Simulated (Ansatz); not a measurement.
Worked example: C2H3Br + Cd(CH3)F → C2H3F + Cd(CH3)Br

Gas-phase species: C2H3Br (vinyl bromide) `C=CBr`, singlet; Cd(CH3)F, singlet; C2H3F `C=CF`, singlet; Cd(CH3)Br, singlet. The partners trade Br for F: C–Br and Cd–F bonds give way to C–F and Cd–Br.

Shapes, held fixed at every level: PBE0-D4/def2-TZVP. Programs: Ansatz 0.2.0. The zero-point and thermal change to 298 K, harmonic and unscaled (PBE0-D4/def2-TZVP), is +2.8 kJ/mol.

At CCSD(T)/def2-TZVPP; 1 Eh = 2625.50 kJ/mol:

```
  species   energy (Eh)
   C2H3Br  -2650.549247
 Cd(CH3)F   -307.155765
    C2H3F   -177.576825
Cd(CH3)Br  -2780.158923
```

Work out ΔH(298 K) of the reaction at this level.


1. Products less reactants: (-177.576825) + (-2780.158923) − [(-2650.549247) + (-307.155765)] = -0.030736 Eh = -80.7 kJ/mol.
2. With the thermal change: -80.7 + (+2.8) = -77.9 kJ/mol.

Other levels give -124.9 (HF/def2-SVP) to -78.1 kJ/mol (B2PLYP/def2-TZVPP). No measured value is set beside it here. For atoms past krypton def2 sets carry core potentials with scalar relativity. Relativity is left out for Br. Outer-core shells of Br, Cd are correlated, in sets that cover them unevenly.
